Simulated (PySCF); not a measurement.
BBr₃, SMILES BrB(Br)Br (connectivity only; charge and spin as stated), charge +1, multiplicity 2.

Coordinates come from a PBE-D3(BJ)/def2-SVP optimisation. The spin state was assumed, not searched. The isomer is the one that the SMILES or the coordinates give; other isomers of the formula were not compared.

Method: PBE-D3(BJ)/def2-SVP run with PySCF.

Frequencies are harmonic and unscaled.

Modes within 1.5 cm⁻¹ of each other (mostly degenerate sets) share a row, with their intensities summed.

| mode | ν (cm⁻¹) | IR (km/mol) | moving atoms (share of kinetic energy) |
|---|---|---|---|
| 1–2 | 103 | 1.5 | Br 96 % |
| 3 | 278 | 0.0 | Br 100 % |
| 4 | 341 | 0.6 | B 96 % |
| 5–6 | 766 | 13.0 | B 91 %, Br 9 % |
